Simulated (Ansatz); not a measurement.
`[OH][Ta]([F])([F])([F])[Cl]` + H₂O → `[OH][Ta]([OH])([F])([F])[F]` + HCl  (formal hydrolysis of a Ta–Cl bond)

Program: Ansatz. Geometries: PBE0-D4/def2-TZVP. ΔE: electronic, gas phase. CCSD(T)/CBS is the MP2 limit (def2-TZVPP, def2-QZVPP) plus CCSD(T) − MP2 in def2-TZVPP, frozen cores. This one scheme is used for every species. def2 core potentials past Kr. For Ta outer-core shells are correlated without core-valence functions, which leaves a few kJ/mol of doubt a bond. One conformer a species, not always the lowest.

```
                      species  CCSD(T)/CBS(def2) energy (Eh)
`[OH][Ta]([F])([F])([F])[Cl]`                     -892.13030
                          H₂O                      -76.37941
`[OH][Ta]([OH])([F])([F])[F]`                     -508.12545
                          HCl                     -460.38127
```

Problem. Work out ΔE.

Solution. ΔE = (-508.12545) + (-460.38127) − (-892.13030) − (-76.37941) = 0.00299 Eh = +1.9 kcal/mol.

Largest T1 diagnostic among the species: 0.018.

At CCSD(T), def2-SVP lies −3.5 kcal/mol from the extrapolated value and def2-TZVPP −1.0 kcal/mol. Leaving LDA and LC-ωPBE aside and taking each functional with its dispersion term where it has one, the values, not all of them listed here, spread over 2.7 kcal/mol, from CAM-B3LYP-D4 to HSE06-D4. In def2-TZVPP, CCSD(T) changes the Hartree–Fock value by +1.0 kcal/mol (the triples alone add +0.8 kcal/mol) and MP2 by +2.1 kcal/mol.
